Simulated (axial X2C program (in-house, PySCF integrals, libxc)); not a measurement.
# VF⁺: cheaper levels and CCSD(T), 2c

Calculated with an in-house all-electron X2C program for linear molecules (integrals from PySCF). Two-component (2c) means X2C with spin–orbit coupling and atomic mean-field two-electron Coulomb and Gaunt terms. Basis: V dyall-cv3z [10s10p6d4f2g], F dyall-av3z [7s6p3d2f] (cores contracted in-house); Gaussian nuclei, density fitting, unrestricted open shells. Masses: V 50.944 u, F 18.998 u.

State: Ω = 1/2 (⟨Sz⟩ = 1.50, ⟨Lz⟩ = -1.00 at HF); fragments V+ + F.

| level | Re (Å) | ωe (cm⁻¹) |
| --- | --- | --- |
| PBE0 | 1.710 | 811.4 |
| HF | 1.748 | 789.9 |
| MP2 | 1.738 | 778.5 |
| CCSD | 1.739 | 789.2 |
| PBEsol | 1.703 | 806.2 |

Correlated methods: 11 electrons correlated (number of frozen shells: V 3 s, 2 p; F 1 s), 279 virtual spin orbitals or spinors in MP2, 90 natural virtuals in coupled cluster.

CCSD(T), same Hamiltonian and basis:

Re = 1.739 Å, ωe = 788.0 cm⁻¹; T1 = 0.022 (Lee–Taylor normalisation).

**Question.** Give the differences from CCSD(T) in the columns below.

**Answer.** 

```json
{"level": "PBE0", "ΔRe (Å)": "-0.029", "Δωe (cm⁻¹)": "23"}
{"level": "HF", "ΔRe (Å)": "0.009", "Δωe (cm⁻¹)": "2"}
{"level": "MP2", "ΔRe (Å)": "-0.001", "Δωe (cm⁻¹)": "-10"}
{"level": "CCSD", "ΔRe (Å)": "0.000", "Δωe (cm⁻¹)": "1"}
{"level": "PBEsol", "ΔRe (Å)": "-0.036", "Δωe (cm⁻¹)": "18"}
```

The state is one determinant whose occupation by symmetry is held fixed; it was picked as the lowest of a PBE0 search that is not exhaustive. De is not given where an atomic determinant may have missed its ground term or J level, or where the truncated virtual space spoils (T). Density functionals use the spin component along the axis (collinear). Coupled cluster ran in a truncated set of natural virtual spinors; the MP2 energy of the rest was added. (T) has no such correction and the atoms are truncated less, which lowers De at CCSD(T) by a hundredth of an eV or more. Other states lie close and PBE0, whose exact exchange favours high spin, may order them wrongly; the determinant shown need not be the ground state. The nearest other 2c determinant of the search, Ω = 5/2, lies 0.03 eV up at the distance of the search. The functionals have no current-density term, which raises determinants with orbital currents, atoms included. With several unpaired electrons one determinant need not be a pure state. The outer-core s and p shells of the metal are frozen in the correlated rows, which leaves out core–valence correlation; for alkali and alkaline-earth bonds that tends to lengthen them. At some level and bond length an empty orbital lies below a filled one.
